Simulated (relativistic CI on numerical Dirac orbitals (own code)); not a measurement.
**W²⁺: L2,3 absorption edge**

Computed with this model: Dirac-Coulomb-Breit CI, separate exchange-only KLI orbitals for each configuration, a model potential for QED, valence Slater integrals scaled by 0.7, multiplet model of core-to-valence dipole absorption; configurations [Xe] 4f14 5d4 → [He] 2s2 2p5 3s2 3p6 3d10 4s2 4p6 4d10 4f14 5s2 5p6 5d5; 300 K; Lorentzian 3 eV and Gaussian 1 eV FWHM. Energies are those of the free ion, without screening or charge transfer. The branching ratio is the share of the lower-energy edge in the whole absorption, uncertain by about 0.02 where the edges overlap. S is read from ⟨S²⟩ = S(S + 1).

Field parameters in Wybourne normalisation: D3d B²₀ = −7Dσ, B⁴₀ = −14Dq − 21Dτ, B⁴₃ = −14√(10/7) Dq; D4h B²₀ = −7Ds, B⁴₀ = 21(Dq − Dt), B⁴₄ = 21√(5/14) Dq; Td as Oh with Dq negative (B⁴₀ = 21Dq, B⁴₄ = √(5/14) B⁴₀). The field is a parameter set, without covalency.

Case free ion, the dichroism is that of the ground state at zero temperature, magnetised by exchange field 10 meV on Sz. The dichroism I(Δm = −1) − I(Δm = +1), over the sum of the three polarisations, integrates to 0.0124 on the lower edge and 0.0023 on the upper edge. The branching ratio is 0.906.

Use the orbital sum rule with 6 holes to get ⟨Lz⟩.

For a p → d edge ⟨Lz⟩ = 2 × n_h × (sum of both integrals) in this sign convention = 0.18; the ground state itself has ⟨Lz⟩ = 0.18 and ⟨Sz⟩ = -0.18. The rule assumes one radial integral for both edges, which relativistic orbitals only approach.
